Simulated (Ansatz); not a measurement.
AlCl$_{2}$I, SMILES `[Cl][Al]([Cl])[I]`, 4 atoms. Charge 0, multiplicity 1. Correlated methods include outer-core shells of I, which these sets cover unevenly. I: def2 effective core potential. All runs use 2 threads of a server CPU on a shared host. Correlated methods freeze the cores.

Problem. Give the basis size and wall time and peak host memory of each of these runs in Ansatz. RKS ωB97M-V/def2-QZVPP energy; RKS PBE0-D4/def2-QZVPP energy; RHF-CCSD(T)/def2-TZVPP energy; RKS ωB97M-V/def2-TZVPP energy and forces; RKS revPBE-D4/def2-TZVPP energy; RHF-MP2/def2-QZVPP energy; direct RPA on PBE orbitals/def2-TZVPP energy; RKS PBE-QIDH (frozen core)/def2-TZVPP energy; RKS PBE0-D4/def2-TZVP frequencies; RHF-CCSD(T)/def2-SVP energy; RKS BHLYP-D4/def2-TZVPP energy; RKS ωB97M-V/def2-SVP energy. (Best estimate.)

Solution. Computed: Other jobs shared the machine, so times are rough.

```tsv
level	job	functions	wall time	peak host memory (GiB)
RKS revPBE-D4/def2-TZVPP	energy	176	1.9 s	0.25
RHF-CCSD(T)/def2-SVP	energy	80	2.3 s	0.2
RKS BHLYP-D4/def2-TZVPP	energy	176	4 s	0.52
direct RPA on PBE orbitals/def2-TZVPP	energy	176	5.5 s	0.35
RKS PBE-QIDH (frozen core)/def2-TZVPP	energy	176	6.5 s	0.42
RKS ωB97M-V/def2-SVP	energy	80	7 s	0.26
RKS PBE0-D4/def2-QZVPP	energy	292	9 s	0.97
RKS ωB97M-V/def2-TZVPP	energy and forces	176	12 s	0.63
RHF-MP2/def2-QZVPP	energy	292	15 s	0.95
RKS ωB97M-V/def2-QZVPP	energy	292	19 s	1.1
RHF-CCSD(T)/def2-TZVPP	energy	176	24 s	1.2
RKS PBE0-D4/def2-TZVP	frequencies	161	55 s	0.46
```
